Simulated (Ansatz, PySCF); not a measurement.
This Ansatz (a program for electronic structure) input computes a r2SCAN/def2-TZVPD energy:

Ansatz 0.2 input:
```yaml
crystal:
  periodic: [false, false, false]
  atoms:
    - {symbol: Si, position_ang: [-0.11180142, 0.56140196, -0.19446900]}
    - {symbol: Cl, position_ang: [0.46911317, -0.94452903, -1.49550862]}
    - {symbol: Cl, position_ang: [0.73431611, 0.20268860, 1.66386462]}
    - {symbol: C, position_ang: [-1.97669419, 0.53176211, -0.02716417]}
    - {symbol: H, position_ang: [-2.44301847, 0.70007815, -0.99823121]}
    - {symbol: H, position_ang: [-2.30311424, 1.30527732, 0.66845352]}
    - {symbol: H, position_ang: [-2.28678008, -0.44426828, 0.35327678]}
basis:
  gaussian:
    orbitals: def2-TZVPD
hamiltonian:
  xc: {name: r2SCAN}
magnetization: {spin_polarized: true, initial_magnetization: 1}
output: {forces: true}
```

Task: Write an input for the same energy in PySCF and say what it gives.

Result: 
```python
from pyscf import gto, scf, dft

mol = gto.M(
    atom='''
    Si   -0.11180142    0.56140196   -0.19446900
    Cl    0.46911317   -0.94452903   -1.49550862
    Cl    0.73431611    0.20268860    1.66386462
    C    -1.97669419    0.53176211   -0.02716417
    H    -2.44301847    0.70007815   -0.99823121
    H    -2.30311424    1.30527732    0.66845352
    H    -2.28678008   -0.44426828    0.35327678
    ''',
    basis='def2-tzvpd',
    charge=0,
    spin=1,
    verbose=4,
)

mf = dft.UKS(mol, xc='r2scan').density_fit(auxbasis='def2-universal-jkfit')
mf.grids.level = 4
mf.conv_tol = 1e-9
mf.max_cycle = 100
mf.max_memory = 1500
mf.kernel()
if not mf.converged:
    mf = mf.newton()
    mf.kernel(mf.make_rdm1())
for _ in range(2):
    mo, _, stable, _ = mf.stability(return_status=True)
    if stable:
        break
    mf.kernel(mf.make_rdm1(mo, mf.mo_occ))
mf.analyze()
```
It gives -1249.82246 Eh, and Ansatz -1249.82242 Eh, a difference of 0.04 mEh, from the treatment of integrals and grids.

It need not be the lowest isomer of its formula.
